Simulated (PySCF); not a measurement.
C₂H₇BFNO, SMILES COCB(N)F.

The structure is a stationary point at r2SCAN-D4/def2-SVP. This is a generated structure with no PubChem entry under its InChIKey; it may be hypothetical. The values are those of a single conformer.

Level of theory: PySCF with r2SCAN-D4/def2-SVP.

No scaling factor is applied to the harmonic values.

Problem. Estimate the vibrational spectrum. (The exact figures need the calculation; the answer reports its results.)

Solution. 
```csv
mode,ν (cm⁻¹),IR (km/mol),Raman (Å⁴/amu),depolarisation,moving atoms (share of kinetic energy)
1,87,2.2,0.4,0.75,"C 34 %, F 31 %, H 23 %, N 10 %"
2,139,2.9,0.8,0.72,"C 38 %, H 30 %, N 18 %, O 12 %"
3,175,6.4,0.0,–,"H 49 %, N 24 %, O 16 %"
4,249,8.9,0.2,0.73,"H 62 %, O 18 %, N 12 %"
5,356,0.9,1.1,0.31,"F 31 %, H 27 %, C 19 %, O 11 %, N 8 %"
6,400,9.8,0.9,0.67,"H 47 %, F 16 %, C 13 %, B 12 %"
7,424,19.7,1.6,0.66,"H 46 %, B 28 %, C 12 %"
8,491,16.3,0.9,0.52,"O 34 %, H 29 %, F 17 %, C 13 %"
9,505,143.3,0.2,0.21,"H 60 %, N 20 %, B 14 %"
10,648,0.5,0.7,0.70,H 91 %
11,782,1.2,6.1,0.11,"C 40 %, N 27 %, H 20 %"
12,868,16.0,1.2,0.62,"H 48 %, N 18 %, F 14 %, C 10 %, B 9 %"
13,890,12.7,1.5,0.40,"H 43 %, C 24 %, B 20 %"
14,962,31.1,6.0,0.65,"C 53 %, O 25 %, H 20 %"
15,1140,94.8,4.0,0.72,"C 36 %, H 35 %, O 26 %"
16,1174,3.6,4.1,0.74,"H 77 %, C 18 %"
17,1206,89.2,0.6,0.72,"H 48 %, C 23 %, O 23 %"
18,1238,69.7,2.4,0.74,"H 53 %, B 28 %"
19,1288,16.8,5.6,0.74,"H 73 %, O 14 %, C 12 %"
20,1382,69.1,3.8,0.63,"B 36 %, H 34 %, C 25 %"
21,1409,102.0,8.0,0.46,"B 47 %, H 41 %"
22,1426,13.9,10.9,0.75,H 89 %
23,1455,5.0,20.7,0.74,H 96 %
24,1459,0.5,9.7,0.72,"H 86 %, C 12 %"
25,1486,7.6,13.5,0.75,H 95 %
26,1586,255.7,3.1,0.61,"H 52 %, N 25 %, B 22 %"
27,2951,69.0,82.7,0.05,H 97 %
28,2973,49.2,176.9,0.08,H 94 %
29,3016,63.8,65.5,0.75,"H 90 %, C 10 %"
30,3056,17.5,110.4,0.46,"H 91 %, C 9 %"
31,3130,25.4,101.0,0.51,"H 91 %, C 9 %"
32,3599,38.3,110.4,0.12,H 96 %
33,3717,53.3,59.3,0.66,"H 91 %, N 9 %"
```
